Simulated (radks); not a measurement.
Results of a calculation; reference values are marked as such.
All-electron atom: Tb25+ in [Kr] 4d4.

Code: a radial shooting solver on a logarithmic mesh with Libxc functionals. Model: scalar-relativistic Kohn-Sham, r2SCAN, spin-polarised, spherical densities, finite nucleus; open shells are filled with parallel spins first (spin-orbit coupling, left out, can overturn this in heavy ions); meta-GGA in the generalised Kohn-Sham scheme; Fermi nuclear charge, rms radius 5.06 fm.

Energy parts (eV):
| part | energy |
|---|---|
| total | -310887.66 |
| kinetic | 335205.13 |
| electron-nucleus | -726424.92 |
| Hartree | 86486.40 |
| exchange-correlation | -6154.26 |

Orbitals (lengths in bohr, moments of r in powers of bohr; r(max) is where P^2 peaks; r(90%) holds 90 % of the orbital's charge):
\begin{tabular}{lrrrrrr}
orbital & occ. & eigenvalue (eV) & r(max) & r(90%) & <r^2> & <1/r> \\ \hline
1s up & 1 & -52734.40 & 0.01364 & 0.0389 & 0.0006319 & 73.09 \\
1s down & 1 & -52734.39 & 0.01364 & 0.0389 & 0.0006319 & 73.09 \\
2s up & 1 & -9439.129 & 0.07746 & 0.142 & 0.009882 & 16.99 \\
2s down & 1 & -9434.239 & 0.07745 & 0.142 & 0.009878 & 16.99 \\
2p up & 3 & -8474.299 & 0.06281 & 0.132 & 0.007987 & 15.81 \\
2p down & 3 & -8470.536 & 0.06279 & 0.132 & 0.007982 & 15.81 \\
3s up & 1 & -2711.669 & 0.2189 & 0.348 & 0.06453 & 6.293 \\
3s down & 1 & -2710.555 & 0.2190 & 0.348 & 0.06445 & 6.293 \\
3p up & 3 & -2412.667 & 0.2148 & 0.353 & 0.06460 & 5.906 \\
3p down & 3 & -2411.056 & 0.2149 & 0.352 & 0.06449 & 5.906 \\
3d up & 5 & -2027.334 & 0.1757 & 0.333 & 0.05387 & 5.597 \\
3d down & 5 & -2023.845 & 0.1759 & 0.333 & 0.05384 & 5.594 \\
4s up & 1 & -1100.710 & 0.4862 & 0.714 & 0.2851 & 2.853 \\
4s down & 1 & -1088.638 & 0.4860 & 0.716 & 0.2859 & 2.850 \\
4p up & 3 & -992.9845 & 0.5010 & 0.744 & 0.3060 & 2.682 \\
4p down & 3 & -981.0053 & 0.5010 & 0.746 & 0.3070 & 2.677 \\
4d up & 4 & -847.1032 & 0.5032 & 0.773 & 0.3213 & 2.489 \\
4d down & 0 & -835.0937 & 0.5031 & 0.775 & 0.3223 & 2.488 \\
5s up & 0 & -575.2755 & 0.9141 & 1.26 & 0.9139 & 1.573 \\
5s down & 0 & -566.2433 & 0.9136 & 1.27 & 0.9225 & 1.573 \\
5p up & 0 & -529.5522 & 0.9572 & 1.32 & 1.002 & 1.483 \\
5p down & 0 & -520.4622 & 0.9617 & 1.33 & 1.017 & 1.478 \\
\end{tabular}

The highest occupied level is 4d up at -847.10 eV. Spin moment in Bohr magnetons: 4. The electron density at the nucleus is 7.203e+05 e/bohr^3 (large components only). Summed over all electrons, <r^2> = 4.819 bohr^2, which gives a Langevin (diamagnetic) susceptibility term of -3.82 x 10^-6 cm^3/mol. For comparison, the ionisation energy in NIST's Atomic Spectra Database is 866 eV (theoretical). In exact Kohn-Sham theory the highest level is minus the ionisation energy, but local and semilocal functionals leave it too shallow, through self-interaction and a potential that decays too fast; potentials with the right tail come closer. The spin density at the nucleus is -11.43 e/bohr^3 (1s -0.51, 2s -22.90, 3s 6.29, 4s 5.70).
